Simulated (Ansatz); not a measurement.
Cartesian coordinates in Å:
```
Si -0.4224 -0.8114 1.7262
O -0.4056 -0.0984 0.2312
C 0.6378 0.5976 -0.2780
C 0.7543 0.8951 -1.5653
Te -0.5741 0.3679 -3.0803
H 0.4603 -2.0055 1.7477
H 0.0526 0.1586 2.7481
H -1.8291 -1.1960 1.9682
H 1.3875 0.9323 0.4387
H 1.6079 1.4756 -1.8895
H -1.6693 -0.3158 -2.0470
```

The species carries charge 0 and has multiplicity 1. Te: def2 effective core potential.

(1) List the r2SCAN/def2-TZVPP orbital energies in eV (Ansatz 0.2.0). (An estimate is asked.)

## Answers

(1) The calculation gave: Occupied: -1791.84, -516.66, -274.85, -273.52, -168.72, -142.23, -117.91, -117.81, -117.58, -97.13, -97.06, -97.06, -41.79, -41.74, -41.54, -41.45, -41.43, -27.80, -20.08, -16.75, -15.36, -13.88, -12.47, -11.77, -10.85, -9.58, -9.14, -8.77, -8.28, -8.03, -6.89, -4.98. Lowest empty: -0.99, -0.54, -0.48, 0.22, 0.98, 1.27, 1.55, 2.08.
